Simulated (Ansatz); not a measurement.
Reaction (homolysis of the C–H bond): `C[N](C)[In]([Cl])[Cl]` → `[CH2][N](C)[In]([Cl])[Cl]`• + H•

Isolated molecules relaxed with PBE0-D4/def2-TZVP in Ansatz; ΔE leaves out vibrations. CBS: MP2 limit from def2 TZ/QZ plus the TZ coupled-cluster correction, frozen cores. This one scheme is used for every species, atoms too. DFT in def2-TZVPP. No spin–orbit coupling; open shells (•) take unrestricted orbitals. def2 core potentials past Kr. For In outer-core shells are correlated without core-valence functions, so the limit isn't a true one: a few kJ/mol of doubt a bond, and 10 to 20 or more in all where bonds break to atoms. Each species was taken in one conformer, which may not be the lowest.

`C[N](C)[In]([Cl])[Cl]`:

Z-matrix (Å, degrees):
```
C
N 1 1.441
H 1 1.100 2 111.4
H 1 1.092 2 111.2 3 -120.1
H 1 1.100 2 111.3 3 119.8
C 2 1.441 1 114.2 3 -59.9
In 2 1.984 1 122.9 3 119.7
H 6 1.100 2 111.4 1 59.9
H 6 1.092 2 111.2 1 -180.0
H 6 1.100 2 111.3 1 -59.9
Cl 7 2.308 2 120.4 1 0.3
Cl 7 2.308 2 120.4 1 -179.9
```

`[CH2][N](C)[In]([Cl])[Cl]`•:

Cartesian coordinates in Å:
```
C -0.296 -0.406 -1.347
N -0.134 0.153 -0.229
C -1.248 0.343 0.672
In 2.014 0.783 0.516
Cl 1.789 -0.426 2.562
Cl 3.146 -0.348 -1.262
H 0.566 -0.556 -1.993
H -1.280 -0.751 -1.675
H -1.369 1.411 0.870
H -1.011 -0.142 1.622
H -2.178 -0.061 0.264
```

```tsv
species	ωB97X-V energy (Eh)
`C[N](C)[In]([Cl])[Cl]`	-1245.09476
`[CH2][N](C)[In]([Cl])[Cl]`•	-1244.47467
H•	-0.50049
```

Work out ΔE.

ΔE = (-1244.47467) + (-0.50049) − (-1245.09476) = 0.11960 Eh = +75.1 kcal/mol. CCSD(T)/CBS gives +74.7 kcal/mol.

Largest T1 diagnostic among the species: 0.015.

In def2-TZVPP, CCSD(T) changes the Hartree–Fock value by +23.0 kcal/mol (the triples alone add +0.2 kcal/mol) and MP2 by +23.2 kcal/mol; breaking electron pairs costs correlation energy, which Hartree–Fock lacks. At CCSD(T), def2-SVP lies −7.5 kcal/mol from the extrapolated value and def2-TZVPP −1.8 kcal/mol: correlation converges slowly with the basis, and small sets miss more of it in the bonded molecule than in its fragments.
